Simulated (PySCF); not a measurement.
C3H8GeSi.
SMILES: `C[SiH2]C#[C][GeH3]`

Method used: TDDFT CAM-B3LYP/def2-SVPD, vertical, gas phase, core orbitals frozen in the response (PySCF). Isolated species at its PBE0-D3(BJ)/def2-SVP geometry, gas phase. The CAM-B3LYP/def2-SVPD calculation is non-relativistic and has no spin–orbit coupling, an omission that weighs most on germanium.

```json
{"state": "S1", "λ (nm)": "220.9", "E (eV)": "5.61", "f": "0.0000", "symmetry": "–", "main configurations (H = HOMO, L = LUMO)": "H→L (45%), H-1→L+1 (39%)"}
{"state": "S2", "λ (nm)": "211.6", "E (eV)": "5.86", "f": "0.0051", "symmetry": "A′", "main configurations (H = HOMO, L = LUMO)": "H→L+1 (44%), H-1→L (41%)"}
{"state": "S3", "λ (nm)": "211.6", "E (eV)": "5.86", "f": "0.0032", "symmetry": "A″", "main configurations (H = HOMO, L = LUMO)": "H-1→L+1 (51%), H→L (34%)"}
{"state": "S4", "λ (nm)": "168.8", "E (eV)": "7.35", "f": "0.0003", "symmetry": "–", "main configurations (H = HOMO, L = LUMO)": "H→L+2 (79%)"}
{"state": "S5", "λ (nm)": "168.5", "E (eV)": "7.36", "f": "0.020", "symmetry": "A′", "main configurations (H = HOMO, L = LUMO)": "H-1→L+2 (75%), H-1→L (9%)"}
{"state": "S6", "λ (nm)": "160.0", "E (eV)": "7.75", "f": "1.203", "symmetry": "A′", "main configurations (H = HOMO, L = LUMO)": "H-1→L (40%), H→L+1 (34%), H-1→L+2 (9%)"}
```

The lowest singlet comes at 221 nm (542 kJ/mol) in the ultraviolet; it is dark (f under 0.0005); its leading configuration is HOMO→LUMO (45%). The strongest level in the table is S6 at 7.75 eV (160 nm, f = 1.203). It is the last of those listed, so stronger ones may follow. S2/S3 lie within about 0.01 eV of each other. Löwdin shares by element: HOMO (one of a set within 0.03 eV) carbon 73% or more, silicon 8%, germanium 6%; LUMO carbon 41% or more, silicon 17%, germanium 12% (atoms not listed hold the other 30%). Weighted by f, the mean energy of these states is 7.73 eV. The listed states span 2.14 eV, and the widest gap between neighbours is 1.49 eV (S3 to S4). Of the 6 states listed, 2 reach f = 0.01 and 2 stay under 0.0005. Symmetry labels in Cs follow from the direction of the transition dipole and are given only for states with f of 0.002 or more. The window holds the lowest 6 singlets.
